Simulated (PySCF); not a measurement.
Species: C₇H₁₀NP.
Atom-mapped SMILES: `[CH3:1][CH:2]([CH3:3])[c:4]1[n:5][cH:6][cH:7][cH:8][p:9]1` (hydrogens: H10, H11, H12 on C1; H13 on C2; H14, H15, H16 on C3; H17 on C6; H18 on C7; H19 on C8)

Cartesian coordinates in Å at the PBE0-D3(BJ)/def2-SVP level; atoms count from 1:
```
atom  x, y, z in Å
C1    -1.8876    0.4083   -0.8661
C2    -1.4128   -0.0853    0.4988
C3    -1.9837   -1.4623    0.8318
C4     0.1029   -0.1225    0.5443
N5     0.6848   -0.9394   -0.3264
C6     2.0023   -1.0772   -0.4022
C7     2.9391   -0.4095    0.3903
C8     2.5541    0.4957    1.3693
P9     0.9032    0.9042    1.7285
H10   -1.5107   -0.2574   -1.6568
H11   -2.9874    0.4231   -0.9145
H12   -1.5210    1.4253   -1.0733
H13   -1.7501    0.6308    1.2690
H14   -1.6730   -1.7918    1.8350
H15   -1.6232   -2.2039    0.1031
H16   -3.0840   -1.4460    0.8010
H17    2.3612   -1.7826   -1.1617
H18    4.0004   -0.6157    0.2231
H19    3.3352    0.9883    1.9589
```

Computed at PBE0/pcSseg-1 (PySCF, non-relativistic), with Q(14N) = 0.02044 b: N5, 14N (I = 1): χzz = -5.394 MHz, η = 0.359.

Task: Find the zero-field quadrupole resonance frequencies of 14N at N5.

Result: From ν± = (3/4)|χ|(1 ± η/3) and ν0 = |χ|η/2: ν+ 4.529 MHz, ν− 3.561 MHz, ν0 0.968 MHz (pyridine-type nitrogen).

In a crystal, neighbours and librations shift these lines. The structure is a single PBE0-D3(BJ)/def2-SVP conformer in the gas phase; no vibrational or solvent corrections. With a basis this small, the couplings can be 20 % off.
